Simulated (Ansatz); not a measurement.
Input for Ansatz (a first-principles code): R-BLYP/def2-TZVPP on CH6InN (SMILES [CH3][InH][NH2]), a point of a torsion scan. Elements past Kr take the def2 small-core potentials; no spin–orbit coupling.

Ansatz 0.2 input:
```yaml
crystal:
  periodic: [false, false, false]
  atoms:
    - {symbol: C, position_ang: [-1.68832221, 0.22752862, -0.18778625]}
    - {symbol: In, position_ang: [0.14125020, -0.46837285, 0.84887391]}
    - {symbol: N, position_ang: [0.88285373, -2.29975882, 0.36529804]}
    - {symbol: H, position_ang: [-2.48043894, -0.48705757, 0.03039891]}
    - {symbol: H, position_ang: [-1.99439119, 1.22100761, 0.13024236]}
    - {symbol: H, position_ang: [-1.49511346, 0.22655811, -1.25967814]}
    - {symbol: H, position_ang: [0.93017613, 0.26931506, 2.20187723]}
    - {symbol: H, position_ang: [0.72179947, -2.60994520, -0.58669328]}
    - {symbol: H, position_ang: [1.85120219, -2.49931103, 0.58828902]}
basis:
  gaussian:
    orbitals: def2-TZVPP
hamiltonian:
  xc: {name: BLYP}
scf: {lower_state_search: off}
```

Task: Predict the final total energy.

Result: -286.5433 hartree.
